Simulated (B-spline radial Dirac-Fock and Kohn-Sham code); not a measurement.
# Satellites and hypersatellites of the K lines of Os⁴⁺

System: the Os⁴⁺ ion, [Xe] 4f14 5d4, inside a Watson sphere of charge -4 and radius 2.7 Å (a model of the Madelung potential; inside it an electron's potential energy is raised by 21.3 eV).

The computed values come from an atomic code on a B-spline grid: Dirac-Fock (average of configuration) total-energy differences with a finite nucleus, the Breit interaction including its frequency dependence, and self-energy and vacuum-polarisation corrections. Each two-hole energy is an average over J within one jj subconfiguration, not an observable level; in light atoms, where LS coupling holds, the j-resolved values are not observed lines, and for a K spectator the Kα1 hypersatellite is nearly forbidden. No correlation.

Lines without a spectator: Kα2 (K-L2) 61481.1 eV, Kα1 (K-L3) 62995.0 eV, Kβ3 (K-M2) 71070.6 eV, Kβ1 (K-M3) 71404.7 eV. Shifts in eV with one spectator hole (a dash: not computed, or left out as unreliable):

```csv
spectator hole,Kα2,Kα1,Kβ3,Kβ1
K (1s),+1021.8,+1103.7,+1324.2,+1343.3
L2 (2p1/2),+131.7,+178.8,–,+336.6
L3 (2p3/2),+96.8,+107.3,+249.0,–
M2 (3p1/2),–,+28.54,+54.1,+64.3
M3 (3p3/2),+15.04,–,+45.1,+45.8
M4 (3d3/2),+5.03,+1.65,–,–
M5 (3d5/2),-0.52,+3.70,–,–
```
